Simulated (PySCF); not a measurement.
# Threshold energies of TaCl in a plasma

CCSD(T) in PySCF with def2-TZVPPD on every atom (core potentials on Ta), for the lowest determinant that a PBE0 search found; no spin–orbit coupling.

| species | state (unpaired electrons) | Re (Å) | ωe (cm⁻¹) | energy of the minimum from the neutral (eV) | De (eV) | dissociates to |
| --- | --- | --- | --- | --- | --- | --- |
| TaCl | quintet (σ ↑, π ↑, δ ↑↑) | 2.306 | 374 | 0.00 | 4.02 | Ta (5d3 6s2) + Cl |
| TaCl⁺ | quartet (σ ↑, δ ↑↑) | 2.176 | 479 | 6.85 | 4.50 | Ta⁺ (5d3 6s1) + Cl |
| TaCl⁻ | quartet (π ↑, δ ↑↑) | 2.407 | 287 | -1.37 | 1.93 | Ta (5d3 6s2) + Cl⁻ |

Q: Work out the lowest energy to break TaCl into atoms, from its vibrational ground state.

A: D0 = De − ωe/2 = 4.02 − 0.02 = 4.00 eV (CCSD(T)/def2-TZVPPD).

Q: Work out the ionisation energy of the Ta atom at this level and the threshold of dissociative ionisation.

A: IE(Ta) = 6.85 + 4.50 − 4.02 = 7.33 eV, so Ta⁺ (5d3 6s1) + Cl + e⁻ appears at D0 + IE(Ta) = 11.33 eV (CCSD(T)/def2-TZVPPD). The measured IE(Ta) is 7.55 eV (NIST ASD).

Q: Work out the electron affinity of the Cl atom and the threshold of dissociative attachment.

A: EA(Cl) = 4.02 − 1.93 − (-1.37) = 3.46 eV, so Ta (5d3 6s2) + Cl⁻ needs D0 − EA(Cl) = 0.54 eV (CCSD(T)/def2-TZVPPD). The measured EA(Cl) is 3.613 eV.

Q: At which energy does ion-pair formation open?

A: Ta⁺ + Cl⁻ lies at D0 + IE(Ta) − EA(Cl) = 7.87 eV (CCSD(T)/def2-TZVPPD).

These are thermodynamic thresholds; the onsets seen under electron impact lie higher where the geometry changes, and cross-sections peak well above them.

Correlated steps freeze 5 core orbitals. UHF and ROHF references stand side by side, which adds small steps between rows. Spin–orbit coupling is left out, which matters for elements this heavy, above all for dissociation energies. For an ion De counts to the pair picked by the measured ionisation energies or electron affinities, which need not be the lowest pair at this level. The CCSD T1 diagnostic is raised in TaCl⁻, a sign that a single reference may not be enough there. With d or f electrons several states lie close, and the lowest PBE0 determinant need not be the measured ground state.
